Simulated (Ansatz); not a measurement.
Geometry optimisation, RKS PBE/def2-SVP in Ansatz 0.2.0.

Input:

```yaml
crystal:
  periodic: [false, false, false]
  atoms:
    - { symbol: W, position_ang: [0.0, 0.0, 0.0] }
    - { symbol: F, position_ang: [0.0, 0.0, 2.2] }
    - { symbol: Cl, position_ang: [2.39, 0.0, 0.0] }
    - { symbol: O, position_ang: [0.0, 1.94, 0.0] }
    - { symbol: H, position_ang: [-0.6343, 2.2771, -0.71] }
    - { symbol: Cl, position_ang: [-2.39, 0.0, 0.0] }
    - { symbol: F, position_ang: [0.0, -1.85, 0.0] }
    - { symbol: Cl, position_ang: [0.0, 0.0, -2.39] }
    - { symbol: O, position_ang: [-1.5969, 1.4031, 0.7063] }
    - { symbol: H, position_ang: [-2.4693, 1.1782, 0.2499] }
    - { symbol: H, position_ang: [-0.9515, 0.836, 1.8599] }
basis:
  gaussian: { orbitals: def2-SVP }
hamiltonian:
  xc: pbe
relax:
  f_tol: 0.15
  max_steps: 25
  restrain:
    - { distance: [0, 8], at: 3.14, k: 30.0 }
    - { distance: [10, 1], at: 2.12, k: 30.0 }
    - { distance: [0, 1], at: 1.85, k: 30.0 }
    - { distance: [10, 8], at: 1.01, k: 30.0 }
```

Command:

```bash
$ ansatz run input.yaml --threads 4 --pin off --max-ram 5120MiB --backend cpu --events-out ev --progress --plain --runs-dir out
```

Where does it end, and by what steps?

It converged. The restraints hold the end off the free minimum; the threshold counts their pulls, which the force column leaves out. Restrained pairs: W1–O9 (2.24 → 3.19 Å), F2–H11 (1.31 → 2.12 Å), W1–F2 (2.20 → 1.88 Å), O9–H11 (1.44 → 0.99 Å). After 12 steps the energy has fallen by 12.037 eV (the restraints' own energy left out); H5 moved furthest, 1.07 Å. The start is strongly strained (largest force component 19 eV/Å), so its close contacts needn't be bonds.

```tsv
step	energy less start (eV)	largest force component (eV/Å)	accepted
0	0.0000	18.504	yes
1	-3.3767	12.304	yes
2	-6.4560	6.795	yes
3	-8.4059	3.504	yes
4	-9.9248	2.890	yes
5	-10.6375	2.780	yes
6	-11.0898	2.303	yes
7	-11.4926	1.805	yes
8	-11.7806	1.765	yes
9	-11.9334	1.727	yes
10	-12.0345	1.703	yes
11	-12.0340	1.591	yes
12	-12.0365	1.679	yes
```

```xyz
11
Properties=species:S:1:pos:R:3
W 0.167 -0.086 -0.315
F -0.098 0.040 1.544
Cl 2.447 -0.036 0.006
O -0.068 1.697 -0.451
H -0.862 2.077 0.320
Cl -2.252 -0.378 -0.509
F 0.113 -1.956 0.035
Cl 0.380 -0.467 -2.573
O -1.765 2.001 1.130
H -2.307 1.249 0.746
H -1.408 1.643 1.983
```

Run time: 50 s on 4 threads of Arm Neoverse V1, with other jobs on the host, peak memory 0.28 GiB.
